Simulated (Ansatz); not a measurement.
Computed with Ansatz on PBE0-D4/def2-TZVP structures; ΔE is electronic, products minus reactants. CCSD(T)/CBS adds triple-zeta CCSD(T) − MP2 to the extrapolated MP2 energy (def2 sets, frozen cores). This one scheme is used for every species. DFT in def2-TZVPP. B3LYP here is the variant with VWN-RPA as its local correlation; programs differ in this. For Ge outer-core shells are correlated without core-valence functions, which leaves a few kJ/mol of doubt a bond. Scalar relativity is left out up to krypton. One conformer a species, not always the lowest.

Consider the ligand exchange at a Ge–O bond: `C[O][Ge]([OH])([Cl])[Cl]` + H₂S → `C[O][Ge]([SH])([Cl])[Cl]` + H₂O.

```tsv
level	ΔE (kJ/mol)	difference from CCSD(T)/CBS
PBE-D4	-19.2	-6.3
r2SCAN-D4	-10.3	2.6
PBE0-D4	-17.4	-4.5
B3LYP-D4	-11.9	1.0
ωB97X-V	-5.6	7.3
ωB97M-V	-9.1	3.8
B2PLYP	-5.9	7.0
PBE	-15.0	-2.1
r2SCAN	-9.2	3.7
PBE0	-13.6	-0.7
B3LYP	-5.0	7.9
HF/def2-TZVPP	7.7	20.6
MP2/def2-TZVPP	-12.2	0.7
SCS-MP2/def2-TZVPP	-5.8	7.1
CCSD/def2-TZVPP	-3.7	9.2
CCSD(T)/def2-TZVPP	-6.5	6.4
HF/def2-QZVPP	8.6	21.5
MP2/def2-QZVPP	-15.6	-2.7
SCS-MP2/def2-QZVPP	-8.8	4.1
HF/CBS(def2)	8.8	21.7
MP2/CBS(def2)	-18.6	-5.7
CCSD/CBS(def2)	-10.1	2.8
CCSD(T)/CBS	-12.9	0
```

Largest T1 diagnostic among the species: 0.011.

In def2-TZVPP, CCSD(T) changes the Hartree–Fock value by −14.3 kJ/mol (the triples alone add −2.8 kJ/mol) and MP2 by −20.0 kJ/mol. The D4 term adds −6.9 kJ/mol with B3LYP and −3.8 kJ/mol with PBE0; it sums over pairs of atoms, weighted by their polarisabilities, and B3LYP, whose exchange is more repulsive, gets the larger term.
